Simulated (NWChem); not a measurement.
System: CH4I2Si; SMILES I[SiH](I)C

NWChem input:

```
start job
memory heap 200 mb stack 900 mb global 1100 mb
geometry units angstroms
  Si    -0.710026    -0.221302     0.896799
  C     -2.539308    -0.558817     0.599765
  I      0.625556    -1.905124    -0.318368
  I     -0.156296     2.024033     0.032183
  H     -0.285188    -0.260338     2.281758
  H     -2.815730    -1.545609     0.960629
  H     -3.157498     0.171931     1.113864
  H     -2.780637    -0.512109    -0.459742
end
basis spherical
  * library def2-svp
end
ecp
  I library def2-ecp
end
dft
  xc pbe0
  iterations 150
end
driver
  maxiter 120
end
task dft optimize
```

Output (shortened):

```
             Northwest Computational Chemistry Package (NWChem) 7.3.0
             --------------------------------------------------------

 CS  symmetry detected

                             Geometry "geometry" -> ""
                             -------------------------

 Output coordinates in angstroms (scale by  1.889725989 to convert to a.u.)

  No.       Tag          Charge          X              Y              Z
 ---- ---------------- ---------- -------------- -------------- --------------
    1 Si                  14.0000    -0.95273656     0.52847966     0.00000000
    2 C                    6.0000    -2.54264039    -0.48177972     0.00000000
    3 I                   53.0000     0.36166855    -0.04153149    -2.01074944
    4 I                   53.0000     0.36166855    -0.04153149     2.01074944
    5 H                    1.0000    -1.12758906     1.96707243     0.00000000
    6 H                    1.0000    -3.14231614    -0.26211783    -0.87895250
    7 H                    1.0000    -3.14231614    -0.26211783     0.87895250
    8 H                    1.0000    -2.33049118    -1.54853606     0.00000000

 Effective nuclear repulsion energy (a.u.)     891.4054738266

      Symmetry information
      --------------------

 Group name             Cs
 Group number              2
 Group order               2
 No. of unique centers     6

                                Z-matrix (autoz)
                                --------

 Units are Angstrom for bonds and degrees for angles

[...]

      ----------------------
      Optimization converged
      ----------------------

  Step       Energy      Delta E   Gmax     Grms     Xrms     Xmax
  ---- ---------------- -------- -------- -------- -------- --------
@    5    -925.23263457 -3.6D-07  0.00006  0.00002  0.00077  0.00165
                                     ok       ok       ok       ok

                                Z-matrix (autoz)
                                --------

 Units are Angstrom for bonds and degrees for angles

      Type          Name      I     J     K     L     M      Value     Gradient
      ----------- --------  ----- ----- ----- ----- ----- ---------- ----------
    1 Stretch                  1     2                       1.86494   -0.00003
    2 Stretch                  1     3                       2.45262   -0.00003
    3 Stretch                  1     4                       2.45262   -0.00003
    4 Stretch                  1     5                       1.48761    0.00000
    5 Stretch                  2     6                       1.10128    0.00006
    6 Stretch                  2     7                       1.10128    0.00006
    7 Stretch                  2     8                       1.09978    0.00002
    8 Bend                     1     2     6               109.79747    0.00001
    9 Bend                     1     2     7               109.79747    0.00001
   10 Bend                     1     2     8               110.52471   -0.00002
   11 Bend                     2     1     3               109.70384   -0.00000
   12 Bend                     2     1     4               109.70384   -0.00000
   13 Bend                     2     1     5               113.01148    0.00000
   14 Bend                     3     1     4               110.51739    0.00000
   15 Bend                     3     1     5               106.92224   -0.00000
   16 Bend                     4     1     5               106.92224   -0.00000
   17 Bend                     6     2     7               109.08831    0.00001
   18 Bend                     6     2     8               108.80100   -0.00001
   19 Bend                     7     2     8               108.80100   -0.00001
   20 Torsion                  3     1     2     6         -59.24333    0.00001
   21 Torsion                  3     1     2     7        -179.17594   -0.00001
   22 Torsion                  3     1     2     8          60.79037    0.00000
   23 Torsion                  4     1     2     6         179.17594    0.00001
   24 Torsion                  4     1     2     7          59.24333   -0.00001
   25 Torsion                  4     1     2     8         -60.79037   -0.00000
   26 Torsion                  5     1     2     6          59.96630    0.00001
   27 Torsion                  5     1     2     7         -59.96630   -0.00001
   28 Torsion                  5     1     2     8         180.00000    0.00000

                         Geometry "geometry" -> "geometry"
                         ---------------------------------

 Output coordinates in angstroms (scale by  1.889725989 to convert to a.u.)

[...]
```

Level: PBE0/def2-SVP with def2 effective core potentials on I. Not confirmed as a minimum by frequencies. def2 effective core potentials on I; no spin-orbit coupling.
